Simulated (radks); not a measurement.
Question: The table gives one normalised radial function P(r) = r R(r) of Hf35+ in [Kr] 4d1 (r in bohr). Calculated with a radial shooting solver on a logarithmic mesh with Libxc functionals: scalar-relativistic Kohn-Sham, SCAN, spin-polarised, spherical densities, finite nucleus; open shells are filled with parallel spins first (spin-orbit coupling, left out, can overturn this in heavy ions); meta-GGA in the generalised Kohn-Sham scheme; Fermi nuclear charge, rms radius 5.347 fm.

r	P
0.002624	0.0003
0.002958	0.0004
0.003336	0.0005
0.003761	0.0007
0.00424	0.0010
0.004819	0.0014
0.005434	0.0020
0.006127	0.0028
0.006908	0.0038
0.007788	0.0053
0.008781	0.0073
0.009901	0.0100
0.01116	0.0137
0.01259	0.0187
0.01419	0.0254
0.016	0.0345
0.01819	0.0475
0.0205	0.0637
0.02312	0.0850
0.02607	0.1126
0.02939	0.1480
0.03314	0.1926
0.03736	0.2483
0.04212	0.3162
0.0475	0.3971
0.05355	0.4911
0.06086	0.6043
0.06862	0.7187
0.07737	0.8349
0.08724	0.9442
0.09836	1.0330
0.1109	1.0855
0.125	1.0844
0.141	1.0119
0.159	0.8552
0.1792	0.6061
0.2021	0.2688
0.2297	-0.1667
0.259	-0.6137
0.292	-1.0442
0.3292	-1.4069
0.3712	-1.6505
0.4185	-1.7409
0.4718	-1.6686
0.532	-1.4575
0.5998	-1.1568
0.6763	-0.8298
0.7686	-0.5158
0.8667	-0.2915
0.9771	-0.1442
1.102	-0.0615
1.242	-0.0222
1.401	-0.0066

Which n and l does it have? It may be an empty orbital.

Answer: n = 4, l = 2: the number of nodes gives n - l - 1 = 1, the rise at small r (about r^(l+1), flatter next to the nucleus through relativity) gives l, and the extent must fit the shell. The curve is that of 4d up; the table hardly tells the two spins apart. 4d up: eigenvalue -1435.2 eV, 1 radial node at r = 0.219 bohr, <r> = 0.436 bohr, 90 % of the charge inside 0.633 bohr.
